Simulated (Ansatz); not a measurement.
`O[SiH2]N[SiH2][SiH3]` + `[CH3][AlH][OH]` → `[CH3][AlH][O][SiH2]O` + `N[SiH2][SiH3]`  (ligand exchange at the Si–N bond)

Gas-phase electronic energies from Ansatz, PBE0-D4/def2-TZVP geometries. CBS: MP2 limit from def2 TZ/QZ plus the TZ coupled-cluster correction, frozen cores. This one scheme is used for every species. DFT in def2-TZVPP. One conformer a species, not always the lowest.

```tsv
level	ΔE (eV)
PBE0-D4	-0.52
PBE0	-0.56
```

Task: What does CCSD(T)/CBS give? (An estimate is asked.)

Result: Ansatz gave: -0.56 eV. The listed levels differ from it by 0.04, 0.00 eV.

Largest T1 diagnostic among the species: 0.012.

In def2-TZVPP, CCSD(T) changes the Hartree–Fock value by +0.23 eV (the triples alone add +0.04 eV) and MP2 by +0.24 eV. The D4 term adds +0.09 eV with B3LYP and +0.05 eV with PBE0; it sums over pairs of atoms, weighted by their polarisabilities, and B3LYP, whose exchange is more repulsive, gets the larger term. From PBE to PBE0 (25 % exact exchange), in def2-TZVPP and without D4, ΔE moves by −0.04 eV.

B3LYP here is the variant with VWN-RPA as its local correlation; programs differ in this.
